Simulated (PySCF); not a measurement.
**Correlation energy of Ba²⁺ (barium, charge +2)**

Starting occupation: [Xe]. Calculation: PySCF 2.14, in x2c-TZVPPall-2c with one added diffuse shell each of s, p, d type (12s12p10d2f1g, 121 functions); X2C-1e with screened-nucleus spin-orbit coupling, Gaussian nucleus. Frozen: [Ar] 3d10; 26 electrons correlated; the 18 highest virtual spinors left out.

MP2 pair energies summed by pair of shells (mhartree):

```json
{"pair": "4d3/2-4d5/2", "energy": "-59.29", "share (%)": "11.7"}
{"pair": "5p3/2-5p3/2", "energy": "-52.03", "share (%)": "10.3"}
{"pair": "5p1/2-5p3/2", "energy": "-49.82", "share (%)": "9.8"}
{"pair": "4d5/2-4d5/2", "energy": "-42.60", "share (%)": "8.4"}
{"pair": "4d5/2-5p3/2", "energy": "-41.21", "share (%)": "8.1"}
{"pair": "4d3/2-5p3/2", "energy": "-26.11", "share (%)": "5.1"}
{"pair": "4d5/2-5p1/2", "energy": "-21.43", "share (%)": "4.2"}
{"pair": "4d5/2-4p3/2", "energy": "-21.07", "share (%)": "4.2"}
{"pair": "5p3/2-5s1/2", "energy": "-20.55", "share (%)": "4.1"}
{"pair": "4d3/2-4d3/2", "energy": "-17.92", "share (%)": "3.5"}
{"pair": "4d3/2-4p3/2", "energy": "-14.45", "share (%)": "2.8"}
{"pair": "4d3/2-5p1/2", "energy": "-14.39", "share (%)": "2.8"}
{"pair": "4d5/2-5s1/2", "energy": "-13.15", "share (%)": "2.6"}
{"pair": "5p1/2-5p1/2", "energy": "-12.86", "share (%)": "2.5"}
{"pair": "4d5/2-4p1/2", "energy": "-10.81", "share (%)": "2.1"}
{"pair": "5p1/2-5s1/2", "energy": "-10.35", "share (%)": "2.0"}
{"pair": "4d5/2-4s1/2", "energy": "-8.82", "share (%)": "1.7"}
{"pair": "4d3/2-5s1/2", "energy": "-8.48", "share (%)": "1.7"}
{"pair": "4p1/2-4p3/2", "energy": "-7.13", "share (%)": "1.4"}
{"pair": "4p3/2-4p3/2", "energy": "-6.93", "share (%)": "1.4"}
{"pair": "4d3/2-4p1/2", "energy": "-6.92", "share (%)": "1.4"}
{"pair": "4d3/2-4s1/2", "energy": "-5.92", "share (%)": "1.2"}
{"pair": "5s1/2-5s1/2", "energy": "-5.85", "share (%)": "1.2"}
{"pair": "4p3/2-4s1/2", "energy": "-5.34", "share (%)": "1.1"}
{"pair": "4p3/2-5s1/2", "energy": "-4.35", "share (%)": "0.9"}
{"pair": "4p3/2-5p3/2", "energy": "-3.96", "share (%)": "0.8"}
{"pair": "4p1/2-4s1/2", "energy": "-2.75", "share (%)": "0.5"}
{"pair": "4p3/2-5p1/2", "energy": "-2.57", "share (%)": "0.5"}
{"pair": "4p1/2-5p3/2", "energy": "-1.98", "share (%)": "0.4"}
{"pair": "4p1/2-5s1/2", "energy": "-1.92", "share (%)": "0.4"}
```

Total MP2 correlation energy: -507.38 mhartree.

The virtual space was cut to 110 spinors, which keep -494.04 of the -507.38 mhartree of MP2 correlation.

```csv
level,correlation energy (mhartree)
CCSD,-478.62
```

Diagnostics: T1 = 0.0024, largest double amplitude 0.030.

Cost of the coupled-cluster step: 200 s of wall time on 4 threads of AMD EPYC 7R43 64-Core Processor (shared host), for 26 occupied and 110 virtual spinors.

Iterations:

```
Init t2, MP2 energy = -0.494042564854229
CCSD nocc = 26, nmo = 136
Init t2, MP2 energy = -0.494042564854229
Init E_corr(GCCSD) = -0.494042564854229
cycle = 1  E_corr(GCCSD) = -0.469954259078304  dE = 0.0240883058  norm(t1,t2) = 0.0412154
cycle = 2  E_corr(GCCSD) = -0.478475521020815  dE = -0.00852126194  norm(t1,t2) = 0.00810111
cycle = 3  E_corr(GCCSD) = -0.478319837817892  dE = 0.000155683203  norm(t1,t2) = 0.00185452
cycle = 4  E_corr(GCCSD) = -0.478621163321898  dE = -0.000301325504  norm(t1,t2) = 0.000415567
cycle = 5  E_corr(GCCSD) = -0.478621056803755  dE = 1.06518143e-07  norm(t1,t2) = 4.11144e-05
cycle = 6  E_corr(GCCSD) = -0.478618031071671  dE = 3.02573208e-06  norm(t1,t2) = 7.25974e-06
cycle = 7  E_corr(GCCSD) = -0.478618190815536  dE = -1.59743865e-07  norm(t1,t2) = 1.17499e-06
cycle = 8  E_corr(GCCSD) = -0.478618206026056  dE = -1.52105198e-08  norm(t1,t2) = 1.61029e-07
cycle = 9  E_corr(GCCSD) = -0.478618199788979  dE = 6.23707702e-09  norm(t1,t2) = 3.20564e-08
GCCSD converged
E(GCCSD) = -8133.241146693695  E_corr = -0.4786181997889788
```

This basis was not built for core-valence correlation, so the inner-shell part is incomplete.
